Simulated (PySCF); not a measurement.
C6H11ClOSi.
Numbering: `[CH3:1][O:2][C:3]1=[CH:4][SiH2:5][C@H:6]1[CH2:7][CH2:8][Cl:9]`

Probes without a nucleus sit at each ring's centroid and 1 Å off its mean plane on both sides; NICS is minus the shielding there, NICSzz its component along the normal. Level: GIAO PBE0/pcSseg-1 (PySCF, non-relativistic, gas phase) on the GFN2-xTB geometry, one conformer.

Ring bond lengths (Å), with Mayer bond orders in brackets: C3–C4 1.347 (1.69), C4–Si5 1.870 (0.96), Si5–C6 1.939 (0.86), C6–C3 1.508 (0.98).

**Question.** Give the NICS values of each ring in ppm.

**Answer.** 
```
        ring                                                      type  NICS(0)  NICS(1), two faces  NICS(1)zz, two faces  rms pucker (Å)  centre to ring atoms, mean (Å)
C3–C4–Si5–C6  4-membered ring with Si; formal bonds 1 double, 3 single     -4.2         -3.0 / -3.6             2.4 / 0.4            0.00                            1.17
```

**Question.** What do they say, and how far can they be read as aromaticity?

**Answer.** 
- C3–C4–Si5–C6: mean NICS(1)zz 1.4 ppm, near zero. Si5, C6 have four or more neighbours; no verdict on aromaticity is drawn.

**Question.** How shielded are the nuclei of the rings and their hydrogens (means over atoms taken as equivalent)?

**Answer.** 
```
   atoms                    environment  σ isotropic (ppm)  principal values of the symmetric part, first atom (ppm)
      C3  vinylic carbon bearing oxygen                6.7                                        -102.4, 30.2, 92.4
      C4               alkene CH carbon               93.8                                        16.0, 103.1, 162.4
     Si5                   SiH2 silicon              413.5                                       357.9, 415.3, 467.2
      C6    sp3 carbon bound to silicon              149.6                                       133.6, 148.7, 166.3
 H on C4               vinylic hydrogen              27.51                                          24.4, 26.0, 32.2
H on Si5                  Si–H hydrogen              27.42                                          23.9, 26.1, 32.3
H on Si5                  Si–H hydrogen              27.17                                          23.7, 24.9, 32.9
 H on C6               methine hydrogen              29.54                                          26.0, 29.6, 33.0
```

Shape of the structure used: `[CH3:1][O:2][C:3]1=[CH:4][SiH2:5][C@H:6]1[CH2:7][CH2:8][Cl:9]`: C1–O2–C3–C4 0°, Si5–C6–C7–C8 172°, C6–C7–C8–Cl9 180°.
